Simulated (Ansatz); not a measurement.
Born–Oppenheimer molecular dynamics of C2H7GaS (11 atoms, charge 0, multiplicity 1). It goes on from the last frame of an earlier run, with new velocities.

These are results of RKS BLYP/def2-mTZVP in Ansatz 0.2.0, not measurements.

| Item | Value |
| --- | --- |
| ensemble | NVT, Langevin thermostat |
| time step | 0.25 fs |
| steps asked | 150 |
| set temperature | 500 K |
| friction | 0.01 /fs |
| seed | 611887 |

Frames 0.5 fs apart, positions in Å, forces in eV/Å.

Velocities at 27.5 fs (Å/ps):

```
C -2.67 9.82 -5.46
S 5.70 -0.22 1.61
C -2.79 1.53 0.68
Ga 1.59 0.51 -1.47
H -13.00 -9.41 -14.68
H -21.80 5.15 6.77
H -23.44 0.58 -1.67
H 28.09 21.40 -16.57
H -8.80 7.99 8.52
H -9.67 -45.43 -2.45
H -7.53 -3.95 -9.37
```

```xyz
11
Properties=species:S:1:pos:R:3:forces:R:3 time_fs=27.5 energy_less_start_eV=0.262 T=324
C -0.041 1.842 -0.153 2.71 1.19 2.28
S 0.172 0.568 1.259 -0.14 0.19 -0.65
C -0.749 -0.900 0.539 -2.05 -0.01 0.02
Ga 0.798 -1.750 -0.408 0.83 0.85 -0.66
H 0.980 2.441 -0.111 -2.00 -0.88 -0.21
H -0.875 2.503 0.074 -0.15 -0.04 -0.23
H -0.071 1.310 -1.056 -0.33 -0.56 -1.42
H -1.670 -0.547 -0.067 1.41 -0.41 0.69
H -1.185 -1.458 1.405 0.43 0.26 -0.47
H 1.196 -0.962 -1.867 -0.27 -0.68 0.88
H 1.921 -2.620 0.366 -0.44 0.08 -0.23
11
Properties=species:S:1:pos:R:3:forces:R:3 time_fs=28 energy_less_start_eV=0.202 T=372
C -0.042 1.847 -0.155 2.38 1.05 2.23
S 0.175 0.567 1.260 -0.14 0.23 -0.69
C -0.751 -0.899 0.539 -1.86 -0.04 0.10
Ga 0.799 -1.750 -0.409 0.75 0.80 -0.58
H 0.971 2.436 -0.118 -1.83 -0.75 -0.21
H -0.885 2.506 0.076 0.01 -0.14 -0.27
H -0.083 1.309 -1.059 -0.32 -0.49 -1.30
H -1.655 -0.537 -0.073 1.25 -0.41 0.66
H -1.189 -1.454 1.410 0.42 0.29 -0.56
H 1.190 -0.986 -1.868 -0.25 -0.61 0.81
H 1.917 -2.621 0.362 -0.41 0.07 -0.20
11
Properties=species:S:1:pos:R:3:forces:R:3 time_fs=28.5 energy_less_start_eV=0.127 T=433
C -0.043 1.852 -0.159 1.96 0.73 2.02
S 0.178 0.567 1.260 -0.13 0.27 -0.73
C -0.753 -0.898 0.539 -1.60 -0.10 0.20
Ga 0.800 -1.750 -0.410 0.64 0.75 -0.48
H 0.956 2.430 -0.125 -1.54 -0.56 -0.20
H -0.892 2.508 0.078 0.12 -0.20 -0.29
H -0.096 1.307 -1.066 -0.30 -0.34 -1.03
H -1.637 -0.527 -0.078 1.03 -0.39 0.59
H -1.192 -1.449 1.413 0.40 0.30 -0.61
H 1.181 -1.012 -1.865 -0.22 -0.52 0.70
H 1.912 -2.621 0.357 -0.36 0.04 -0.16
11
Properties=species:S:1:pos:R:3:forces:R:3 time_fs=29 energy_less_start_eV=0.055 T=461
C -0.044 1.857 -0.162 1.43 0.29 1.70
S 0.181 0.567 1.261 -0.11 0.32 -0.78
C -0.754 -0.896 0.540 -1.31 -0.14 0.29
Ga 0.801 -1.749 -0.411 0.51 0.69 -0.35
H 0.938 2.423 -0.132 -1.12 -0.32 -0.19
H -0.899 2.509 0.078 0.20 -0.23 -0.29
H -0.109 1.305 -1.077 -0.26 -0.14 -0.67
H -1.618 -0.518 -0.081 0.78 -0.35 0.49
H -1.196 -1.442 1.415 0.37 0.29 -0.63
H 1.173 -1.040 -1.859 -0.18 -0.42 0.55
H 1.906 -2.621 0.353 -0.31 0.00 -0.11
11
Properties=species:S:1:pos:R:3:forces:R:3 time_fs=29.5 energy_less_start_eV=0.005 T=452
C -0.044 1.861 -0.164 0.81 -0.24 1.35
S 0.184 0.567 1.262 -0.10 0.37 -0.82
C -0.756 -0.895 0.541 -1.00 -0.18 0.37
Ga 0.802 -1.749 -0.412 0.39 0.62 -0.19
H 0.918 2.415 -0.138 -0.60 -0.01 -0.19
H -0.903 2.511 0.077 0.25 -0.26 -0.28
H -0.122 1.302 -1.088 -0.20 0.08 -0.29
H -1.599 -0.508 -0.084 0.52 -0.30 0.37
H -1.198 -1.435 1.417 0.32 0.26 -0.63
H 1.165 -1.069 -1.852 -0.14 -0.31 0.38
H 1.899 -2.622 0.348 -0.25 -0.03 -0.07
11
Properties=species:S:1:pos:R:3:forces:R:3 time_fs=30 energy_less_start_eV=-0.017 T=501
C -0.044 1.866 -0.166 0.08 -0.79 1.04
S 0.186 0.567 1.263 -0.08 0.41 -0.86
C -0.757 -0.894 0.541 -0.63 -0.21 0.45
Ga 0.802 -1.749 -0.413 0.26 0.54 0.00
H 0.898 2.405 -0.146 0.04 0.36 -0.17
H -0.907 2.514 0.074 0.30 -0.28 -0.27
H -0.135 1.301 -1.099 -0.15 0.25 0.03
H -1.578 -0.500 -0.086 0.23 -0.22 0.21
H -1.200 -1.426 1.418 0.26 0.20 -0.60
H 1.159 -1.098 -1.842 -0.10 -0.19 0.17
H 1.891 -2.624 0.343 -0.20 -0.07 -0.01
11
Properties=species:S:1:pos:R:3:forces:R:3 time_fs=30.5 energy_less_start_eV=-0.006 T=494
C -0.045 1.870 -0.169 -0.69 -1.38 0.77
S 0.189 0.568 1.263 -0.06 0.47 -0.89
C -0.759 -0.893 0.542 -0.20 -0.25 0.53
Ga 0.803 -1.749 -0.415 0.11 0.44 0.24
H 0.879 2.396 -0.154 0.75 0.76 -0.17
H -0.910 2.517 0.070 0.31 -0.28 -0.24
H -0.147 1.300 -1.110 -0.10 0.40 0.31
H -1.556 -0.491 -0.087 -0.11 -0.12 0.02
H -1.202 -1.416 1.418 0.18 0.13 -0.52
H 1.151 -1.129 -1.833 -0.04 -0.05 -0.08
H 1.882 -2.628 0.339 -0.14 -0.10 0.04
11
Properties=species:S:1:pos:R:3:forces:R:3 time_fs=31 energy_less_start_eV=0.036 T=475
C -0.046 1.874 -0.171 -1.39 -1.98 0.50
S 0.191 0.568 1.264 -0.05 0.51 -0.92
C -0.760 -0.892 0.544 0.25 -0.28 0.60
Ga 0.804 -1.749 -0.416 -0.05 0.35 0.49
H 0.862 2.389 -0.162 1.45 1.16 -0.16
H -0.911 2.518 0.064 0.27 -0.24 -0.19
H -0.158 1.300 -1.120 -0.05 0.52 0.57
H -1.535 -0.484 -0.087 -0.45 -0.01 -0.19
H -1.202 -1.405 1.419 0.08 0.03 -0.42
H 1.143 -1.161 -1.824 0.02 0.08 -0.35
H 1.872 -2.633 0.335 -0.08 -0.14 0.09
11
Properties=species:S:1:pos:R:3:forces:R:3 time_fs=31.5 energy_less_start_eV=0.096 T=411
C -0.047 1.878 -0.172 -1.90 -2.50 0.26
S 0.194 0.569 1.264 -0.03 0.55 -0.96
C -0.762 -0.892 0.546 0.70 -0.31 0.63
Ga 0.805 -1.750 -0.417 -0.21 0.26 0.75
H 0.848 2.384 -0.170 2.02 1.47 -0.15
H -0.911 2.518 0.059 0.17 -0.16 -0.13
H -0.168 1.302 -1.130 0.00 0.61 0.77
H -1.515 -0.478 -0.088 -0.78 0.12 -0.41
H -1.202 -1.395 1.418 -0.03 -0.08 -0.28
H 1.133 -1.191 -1.816 0.08 0.21 -0.63
H 1.862 -2.636 0.331 -0.01 -0.19 0.15
11
Properties=species:S:1:pos:R:3:forces:R:3 time_fs=32 energy_less_start_eV=0.154 T=370
C -0.049 1.882 -0.174 -2.18 -2.86 0.09
S 0.196 0.570 1.264 -0.01 0.59 -0.98
C -0.764 -0.892 0.548 1.08 -0.27 0.55
Ga 0.807 -1.750 -0.418 -0.39 0.20 0.99
H 0.839 2.384 -0.178 2.37 1.66 -0.15
H -0.910 2.518 0.053 0.07 -0.07 -0.07
H -0.177 1.305 -1.138 0.04 0.67 0.92
H -1.498 -0.471 -0.091 -1.01 0.20 -0.55
H -1.202 -1.385 1.417 -0.16 -0.20 -0.11
H 1.126 -1.221 -1.810 0.13 0.33 -0.89
H 1.850 -2.639 0.327 0.07 -0.24 0.21
11
Properties=species:S:1:pos:R:3:forces:R:3 time_fs=32.5 energy_less_start_eV=0.199 T=368
C -0.051 1.885 -0.175 -2.21 -3.04 -0.05
S 0.199 0.571 1.263 0.00 0.63 -1.00
C -0.765 -0.892 0.550 1.37 -0.19 0.39
Ga 0.808 -1.750 -0.419 -0.56 0.16 1.20
H 0.835 2.387 -0.187 2.45 1.71 -0.15
H -0.911 2.518 0.047 -0.02 0.00 0.00
H -0.185 1.310 -1.145 0.08 0.69 1.02
H -1.484 -0.464 -0.094 -1.15 0.25 -0.64
H -1.204 -1.376 1.413 -0.29 -0.32 0.08
H 1.119 -1.250 -1.807 0.17 0.43 -1.14
H 1.839 -2.643 0.321 0.16 -0.30 0.29
11
Properties=species:S:1:pos:R:3:forces:R:3 time_fs=33 energy_less_start_eV=0.214 T=328
C -0.053 1.888 -0.176 -1.90 -2.98 -0.15
S 0.201 0.572 1.263 0.02 0.67 -1.02
C -0.766 -0.892 0.553 1.53 -0.05 0.13
Ga 0.809 -1.750 -0.420 -0.70 0.12 1.37
H 0.837 2.395 -0.197 2.19 1.55 -0.14
H -0.913 2.518 0.040 -0.10 0.07 0.06
H -0.194 1.316 -1.150 0.11 0.67 1.07
H -1.474 -0.456 -0.099 -1.17 0.23 -0.64
H -1.208 -1.368 1.409 -0.41 -0.44 0.28
H 1.113 -1.278 -1.807 0.20 0.50 -1.33
H 1.828 -2.649 0.316 0.23 -0.35 0.35
```

Of the whole run (38 fs, mean temperature of the second half 392 K): The mean temperature of the second half is 22 % below the set value. A run of 0.037 ps of so small a system gives no equilibrium averages.

The run took 10 min on 2 threads of Arm Neoverse N1 (shared host), peak memory 0.17 GiB.
